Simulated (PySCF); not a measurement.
Cl: excitation energy

Cl [Ne] 3s2 3p5 (2P) → Cl [Ne] 3s1 3p6 (2S), as a difference of total energies. Calculation: PySCF 2.14, in aug-cc-pV(T+d)Z with one added diffuse shell each of s, p, d, f type (7s6p5d3f, 71 functions); no relativity, point nucleus. Correlated levels: valence: [Ne] frozen. The calculations carry no spin-orbit coupling.

```csv
method,excitation energy (eV)
UHF,15.414
LDA,11.766
PBE,12.002
PBE0,12.868
r2SCAN,12.762
TPSS,12.340
MN15,12.133
r2SCAN0,13.350
wB97X-V,12.993
MP2 (valence),12.972
SCS-MP2 (valence),12.728
```

Errors of the correlated levels include the incompleteness of this basis and the frozen core.

Problem. Which method comes closest to the reference value, and which is furthest?

Solution. The reference is 10.586 eV (measured; NIST levels, between the centres of gravity of the two terms). Closest: LDA (error 1.180 eV); furthest: UHF (error 4.828 eV).
